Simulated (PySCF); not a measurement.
**Correlation energy of Cl²⁺ (chlorine, charge +2)**

[Ne] 3s2 3p3, high-spin 4S determinant. All numbers are calculated (PySCF 2.14, the non-relativistic Hamiltonian (point nucleus), in aug-cc-pwCVDZ (6s5p3d, 36 functions)). Frozen: 1s2; 13 electrons correlated.

```tsv
level	correlation energy (mhartree)
CCSD	-242.04
(T)	-2.25
CCSD(T)	-244.29
```

Diagnostics: T1 = 0.0018, D1 = 0.0079, largest double amplitude 0.056.

**Question.** Is a single reference adequate?

**Answer.** Yes: T1 lies below 0.03 and no double amplitude reaches 0.07.
